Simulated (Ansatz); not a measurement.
Ru₃⁻, relaxed as a doublet with UKS PBE-D4/def2-TZVPD in Ansatz, starting from packed atoms. Force threshold 0.02 eV/Å.

In the def2 sets Ru takes a core potential; there is no spin–orbit coupling. The charge -1 doublet is spin-contaminated (final ⟨S²⟩ up to 2.12, 0.75 for a pure state). The highest occupied level of the charge -1 doublet lies above zero (up to 0.12 eV). The electron is either unbound and held by the finite basis, or the level is raised by self-interaction error. The structure comes from a short search, and lower isomers may exist.

Start:

```tsv
atom	x (Å)	y (Å)	z (Å)
Ru1	-0.9175	0.9769	0.9890
Ru2	-0.0114	0.3332	-1.6576
Ru3	0.9289	-1.3100	0.6686
```

| step | energy (eV) | largest force component (eV/Å) | SCF passes |
| --- | --- | --- | --- |
| 1 | -7745.7151 | 2.751 | 334 |
| 2 | -7747.2022 | 3.108 | 101 |
| 3 | -7748.3732 | 1.198 | 86 |
| 4 (rejected) | -7748.3649 | 1.680 | 72 |
| 5 | -7748.4244 | 0.129 | 68 |
| 6 | -7748.4254 | 0.055 | 57 |
| 7 | -7748.4283 | 0.267 | 80 |
| 8 | -7748.4379 | 0.586 | 88 |
| 9 | -7748.4637 | 1.141 | 95 |
| 10 | -7748.5300 | 0.852 | 102 |
| 11 | -7748.5507 | 1.258 | 44 |
| 12 | -7748.5629 | 0.379 | 44 |
| 13 | -7748.6743 | 0.454 | 50 |
| 14 | -7748.8699 | 0.633 | 47 |
| 15 | -7748.9710 | 1.265 | 55 |
| 16 | -7749.1158 | 0.362 | 49 |
| 17 (rejected) | -7749.1040 | 0.859 | 42 |
| 18 | -7749.1289 | 0.036 | 42 |
| 19 | -7749.1292 | 0.012 | 30 |

Force components are those of the run's own axes.

End:

```
atom   x (Å)   y (Å)   z (Å)
 Ru1  -0.159   0.168   0.178
 Ru2  -0.531   1.016  -1.768
 Ru3   0.690  -1.183   1.589
```

Bonds lost: Ru2–Ru3 (atoms count from 1). The end is the same structure that another start reached.

No frequencies were taken in this run, so the end may be a saddle point.

It took 58 s on 4 threads of Arm Neoverse V2 on a shared host.
